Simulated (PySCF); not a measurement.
SCF from a fresh guess for doublet ReH₄, at the TPSS minimum. PySCF input:

```python
from pyscf import gto, scf, dft
mol = gto.M(atom='''
Re     0.000000    -0.000000    -0.000000
H      1.366078     0.000051     0.930267
H     -1.366078     0.000089     0.930267
H      0.000019     1.366008    -0.930370
H     -0.000019    -1.366148    -0.930164''',
    basis={'Re': 'def2-TZVP', 'H': 'def2-TZVP'},
    ecp={'Re': 'def2-TZVP'},
    charge=0, spin=1)
mf = dft.UKS(mol, xc='PBE')
mf.grids.atom_grid = (50, 194)
aux = {'Re': 'def2-universal-JKFIT', 'H': 'def2-universal-JKFIT'}
mf = mf.density_fit(auxbasis=aux)
mf.conv_tol = 1e-08
mf.diis_space = 10
mf.max_cycle = 60
mf.init_guess = 'minao'
mf.verbose = 4
mf.kernel()
```

Excerpt of the output (cycles alone):

```
init E= -62.0475798023607
cycle= 1 E= -80.5879947444689  delta_E= -18.5  |g|= 0.184  |ddm|= 5.02
cycle= 2 E= -80.5699933204776  delta_E= 0.018  |g|= 0.27  |ddm|= 0.857
cycle= 3 E= -80.6002244441947  delta_E= -0.0302  |g|= 0.136  |ddm|= 0.81
cycle= 4 E= -80.6102569457575  delta_E= -0.01  |g|= 0.0399  |ddm|= 0.129
cycle= 5 E= -80.6110147764919  delta_E= -0.000758  |g|= 0.0211  |ddm|= 0.0371
cycle= 6 E= -80.611304650704  delta_E= -0.00029  |g|= 0.00197  |ddm|= 0.0305
cycle= 7 E= -80.6113077734473  delta_E= -3.12e-06  |g|= 0.000245  |ddm|= 0.00393
cycle= 8 E= -80.6113078316183  delta_E= -5.82e-08  |g|= 6.23e-05  |ddm|= 0.000391
cycle= 9 E= -80.6113078380982  delta_E= -6.48e-09  |g|= 1.6e-05  |ddm|= 0.000178
Extra cycle  E= -80.6113078372385  delta_E= 8.6e-10  |g|= 4.55e-05  |ddm|= 5.06e-05
converged SCF energy = -80.6113078372385  <S^2> = 0.75543902  2S+1 = 2.0054316
```

No lower solution of this spin was found from smeared starts or by a stability analysis within the unrestricted form.

With open d or f shells other occupations or spin states may lie lower. No spin–orbit coupling is included, which matters more the heavier the element.

The search for the lowest solution, 3 starts and the stability check together, took 14 s on 2 threads of a shared Arm Neoverse N1 host, with 64 basis functions; the process peaked at 0.4 GiB.
